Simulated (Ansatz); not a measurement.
`C[S][GeH2][SiH3]`, relaxed with RKS PBE-D4/def2-SVP in Ansatz 0.2.0 from a rough embedded geometry. The force threshold is 0.03 eV/Å; the program also tests the step.

Charge 0, multiplicity 1.

Start:

```xyz
12

C     0.156    0.860   -1.835
S    -1.365    0.015   -1.456
Ge   -0.369   -1.206    0.099
Si    0.073    0.129    2.007
H     0.550    1.477   -1.012
H    -0.059    1.610   -2.730
H     0.916    0.170   -2.208
H     0.874   -1.836   -0.410
H    -1.405   -2.354    0.553
H    -1.127    0.730    2.443
H     1.072    1.133    1.534
H     0.683   -0.727    3.014
```

```tsv
step	energy (eV)	largest force (eV/Å)	largest move (Å)
1	-76365.8913	2.534	0.000
2	-76366.2093	0.609	0.193
3	-76366.2961	0.237	0.096
4	-76366.3015	0.137	0.020
5	-76366.3035	0.050	0.063
6	-76366.3046	0.022	0.030
```

End:

```xyz
12

C     0.186    0.940   -1.945
S    -1.289   -0.051   -1.492
Ge   -0.413   -1.304    0.158
Si    0.106    0.098    2.035
H     0.557    1.548   -1.096
H    -0.136    1.625   -2.752
H     1.005    0.300   -2.330
H     0.848   -2.048   -0.374
H    -1.517   -2.340    0.501
H    -1.159    0.723    2.552
H     1.046    1.192    1.601
H     0.766   -0.683    3.141
```

Hardware: 4 threads of an Intel Xeon on a shared host. Wall time 9.5 s, peak host memory 0.2 GiB.
